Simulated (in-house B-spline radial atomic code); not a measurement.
A run on O- that did not converge. Method: non-relativistic r2SCAN0, spin-polarised, spherical fractional occupations, exact exchange averaged over the configuration, point nucleus; computed with a B-spline radial code for spherical atoms.

Command:
```bash
python run_scf.py task.json out
```
Settings:
```
Z                8
configuration    [He] 2s2 2p5
hamiltonian      nr
method           r2scan0
spin_polarised   True
exact_exchange   averaged over the configuration
```

First and last ten iterations of the last attempt (damped for 15 steps, keeping 80 % of the old Fock matrix, then DIIS):
```
 iter        energy (Eh)    residual
    1         -69.820787    1.46e-01
    2         -72.901010    2.65e-01
    3         -74.003466    1.63e-01
    4         -74.567285    1.08e-01
    5         -74.836873    7.02e-02
    6         -74.961145    4.48e-02
    7         -75.017969    3.11e-02
    8         -75.044732    2.85e-02
    9         -75.058382    2.60e-02
   10         -75.066237    2.33e-02
  111         -74.265377    7.15e-02
  112         -74.266516    7.13e-02
  113         -74.244054    7.34e-02
  114         -74.259047    7.22e-02
  115         -75.085024    6.03e-03
  116         -75.084696    6.55e-03
  117         -75.086899    4.14e-03
  118         -74.246906    7.31e-02
  119         -74.244574    7.32e-02
  120         -74.244437    7.32e-02
 not converged after 120 iterations
```

The smallest residual met was 3.8e-03; the threshold is about 1e-07. No energy from this run should be used. Run time, properties included: 3.8 s on 1 thread of Arm Neoverse N1, with other jobs on the host.
